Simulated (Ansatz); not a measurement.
Start from `[SiH3][SnH3]` and change one atom or group to get `[SiH3][SiH2][SnH3]`.

Ansatz, PBE0-D4/def2-TZVP geometries, multiplicity 1. 

Elements past krypton have def2 core potentials.

```tsv
property	`[SiH3][SnH3]`
HOMO energy (B3LYP/def2-TZVPP) / eV	-7.81
zero-point energy (PBE0-D4/def2-TZVP) / kJ/mol	116.6
LUMO energy (PBE0/def2-TZVPP) / eV	-0.07
HOMO–LUMO gap (PBE/def2-TZVPP) / eV	6.07
LUMO energy (PBE/def2-TZVPP) / eV	-0.89
HOMO–LUMO gap (ωB97M-V/def2-TZVPP) / eV	11.35
```

Task: What does the change do to each property? (Estimate.)

Result: Computed: 
| property | `[SiH3][SiH2][SnH3]` | shift |
| --- | --- | --- |
| HOMO energy (B3LYP/def2-TZVPP) / eV | -7.58 | 0.23 |
| zero-point energy (PBE0-D4/def2-TZVP) / kJ/mol | 162.1 | 45.5 |
| LUMO energy (PBE0/def2-TZVPP) / eV | -0.45 | -0.38 |
| HOMO–LUMO gap (PBE/def2-TZVPP) / eV | 5.53 | -0.54 |
| LUMO energy (PBE/def2-TZVPP) / eV | -1.25 | -0.36 |
| HOMO–LUMO gap (ωB97M-V/def2-TZVPP) / eV | 10.83 | -0.52 |

With PBE0 the HOMO rises by 0.22 eV and the LUMO falls by 0.38 eV, so the gap narrows by about 0.60 eV. PBE moves the HOMO by 0.19 eV and ωB97M-V by 0.28 eV. The zero-point energy changes by 45.5 kJ/mol with +9 modes.

B3LYP here is the variant with VWN-RPA as its local correlation; programs differ in this.
